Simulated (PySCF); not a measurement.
# PySCF run on LiGa

Input:

```python
from pyscf import gto, scf

mol = gto.M(
    atom='Li 0 0 0; Ga 0 0 2.241',
    basis='6-31g',
    charge=0,
    spin=0,
    verbose=4,
)
mf = scf.RHF(mol)
field = 0.005  # electric field along z, atomic units
h = mf.get_hcore() + field*mol.intor('int1e_r')[2]
mf.get_hcore = lambda *args: h
e_nuc = mol.energy_nuc() - field*mol.atom_charges() @ mol.atom_coords()[:, 2]
mf.energy_nuc = lambda *args: e_nuc
mf.kernel()
mf.analyze()
print('orbital energies (hartree):', mf.mo_energy[..., max(0, mol.nelec[1]-3):mol.nelec[0]+3].round(4))
```

```bash
$ OMP_NUM_THREADS=1 python input.py
```

It prints (some set-up lines and the per-cycle HOMO/LUMO lines with their warnings removed):

```
PySCF version 2.14.0

[INPUT] verbose = 4
[INPUT] num. atoms = 2
[INPUT] num. electrons = 34
[INPUT] charge = 0
[INPUT] spin (= nelec alpha-beta = 2S) = 0
[INPUT] symmetry False subgroup None
[INPUT] Mole.unit = angstrom
[INPUT] Symbol           X                Y                Z      unit          X                Y                Z       unit  Magmom
[INPUT]  1 Li     0.000000000000   0.000000000000   0.000000000000 AA    0.000000000000   0.000000000000   0.000000000000 Bohr   0.0
[INPUT]  2 Ga     0.000000000000   0.000000000000   2.241000000000 AA    0.000000000000   0.000000000000   4.234876245150 Bohr   0.0

nuclear repulsion = 21.9605000515663
number of shells = 16
number of NR pGTOs = 112
number of NR cGTOs = 36
basis = 6-31g
ecp = {}

******** <class 'pyscf.scf.hf.RHF'> ********
method = RHF
initial guess = minao
damping factor = 0
level_shift factor = 0
DIIS = <class 'pyscf.scf.diis.CDIIS'>
diis_start_cycle = 1
diis_space = 8
diis_damp = 0
SCF conv_tol = 1e-09
SCF conv_tol_grad = None
SCF max_cycles = 50
direct_scf = True
direct_scf_tol = 1e-13
Set gradient conv threshold to 3.16228e-05
Initial guess from minao.
init E= -1929.77292576002
cycle= 1 E= -1930.25130467326  delta_E= -0.478  |g|= 0.157  |ddm|=  1.7
cycle= 2 E= -1930.29064017383  delta_E= -0.0393  |g|= 0.0565  |ddm|= 0.902
cycle= 3 E= -1930.29310768625  delta_E= -0.00247  |g|= 0.0238  |ddm|= 0.314
cycle= 4 E= -1930.29409994023  delta_E= -0.000992  |g|= 0.00565  |ddm|= 0.273
cycle= 5 E= -1930.29412411318  delta_E= -2.42e-05  |g|= 0.00213  |ddm|= 0.0274
cycle= 6 E= -1930.29413192491  delta_E= -7.81e-06  |g|= 0.00038  |ddm|= 0.0248
cycle= 7 E= -1930.29413233054  delta_E= -4.06e-07  |g|= 9.95e-05  |ddm|= 0.0102
cycle= 8 E= -1930.29413236011  delta_E= -2.96e-08  |g|= 1.07e-05  |ddm|= 0.00394
cycle= 9 E= -1930.29413236035  delta_E= -2.32e-10  |g|= 1.01e-06  |ddm|= 0.000393
Extra cycle  E= -1930.29413236035  delta_E= -1.59e-12  |g|= 3.6e-07  |ddm|= 1.92e-05
converged SCF energy = -1930.29413236035
**** SCF Summaries ****
Total Energy =                       -1930.294132360346794
Nuclear Repulsion Energy =              21.304094233567969
One-electron Energy =                -2738.185508059835684
Two-electron Energy =                  786.587281465920910
Two-electron Coulomb Energy =          861.986492148711932
DFT Exchange-Correlation Energy =      -75.399210682791022
**** MO energy ****
[6 lines left out]
MO #7   energy= -4.43513141111317  occ= 2
MO #8   energy= -4.43513141111314  occ= 2
MO #9   energy= -4.43046351994387  occ= 2
MO #10  energy= -2.42791136178646  occ= 2
MO #11  energy= -1.12828823309236  occ= 2
MO #12  energy= -1.12828823309235  occ= 2
MO #13  energy= -1.12196271119289  occ= 2
MO #14  energy= -1.12196271119288  occ= 2
MO #15  energy= -1.11967950997042  occ= 2
MO #16  energy= -0.424822306714041 occ= 2
MO #17  energy= -0.166208348669891 occ= 2
MO #18  energy= 0.0245310164675249 occ= 0
MO #19  energy= 0.0245310164675265 occ= 0
MO #20  energy= 0.0252260583734405 occ= 0
[16 lines left out]
 ** Mulliken pop on meta-lowdin orthogonal AOs  **
 ** Mulliken pop  **
pop of  0 Li 1s           1.99992
pop of  0 Li 2s           0.81540
pop of  0 Li 3s           0.00367
pop of  0 Li 2px          0.00030
pop of  0 Li 2py          0.00030
pop of  0 Li 2pz          0.00410
pop of  0 Li 3px          0.00025
pop of  0 Li 3py          0.00025
pop of  0 Li 3pz          0.01825
pop of  1 Ga 1s           2.00000
pop of  1 Ga 2s           1.99999
pop of  1 Ga 3s           1.99971
[24 lines left out]
 ** Mulliken atomic charges  **
charge of    0Li =      0.15756
charge of    1Ga =     -0.15756
Dipole moment(X, Y, Z, Debye): -0.00000,  0.00000, -0.63355
orbital energies (hartree): [-1.1197 -0.4248 -0.1662  0.0245  0.0245  0.0252]
```

In short: E(SCF) = -1930.294132 Eh, 9 cycles, μz(SCF) = -0.63 D.

Run time: 1.1 s on 1 thread of Arm Neoverse V1 (shared host), peak memory 0.13 GiB.

Stability towards an unrestricted solution was not tested. The bond length is a typed value, not an optimised one.
